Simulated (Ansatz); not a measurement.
Frontier orbitals of `C[O][Ti]12345678([F])([C@H]9[C@@H]1[C@@H]2[C@@H]3[C@H]94)[C@H]1[C@@H]5[C@@H]6[C@@H]7[C@H]18`.

The species carries charge 0 and has multiplicity 1. Correlated methods include outer-core shells of Ti, which these sets cover unevenly. Scalar relativity is left out up to krypton. Geometry: relaxed with PBE0-D4/def2-TZVP. It is one conformer, not always the lowest. Basis def2-TZVPP, the Gaussian-basis code of Ansatz.

```
             functional  HOMO (eV)  LUMO (eV)  gap (eV)
            LDA (SPW92)      -5.54      -2.74      2.80
                    PBE      -5.34      -2.47      2.87
                 r2SCAN      -5.51      -2.38      3.13
                   PBE0      -6.36      -1.43      4.93
                r2SCAN0      -6.49      -1.38      5.11
HSE06 (plane-wave form)      -5.98      -1.81      4.17
                ωB97M-V      -8.41       0.71      9.12
                     HF      -8.37       2.30     10.67
```

Against PBE, PBE0 changes HOMO and LUMO by −1.03 and +1.03 eV, ωB97M-V by −3.07 and +3.17 eV. A gap of 2.87 eV thus becomes 9.12 eV for the same molecule, so an orbital gap means little without its functional. A positive LUMO is unbound and depends on the basis.
